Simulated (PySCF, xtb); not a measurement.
Rb(Cl) cation (ClRb), SMILES [Cl][Rb] (connectivity only; charge and spin as stated), charge +1, multiplicity 2.

Harmonic wavenumbers (cm⁻¹) from GFN2-xTB run with xtb 6.7.1 at its own minimum, in rising order: 75.

**Question.** What does PBE-D3(BJ)/def2-TZVPD in PySCF give at its own minimum? (An estimate is asked for; the answer gives what the named calculation found.)

**Answer.** 65. Paired by order, the mean absolute difference is 10 cm⁻¹ and the zero-point energies are 0.1 and 0.1 kcal/mol.
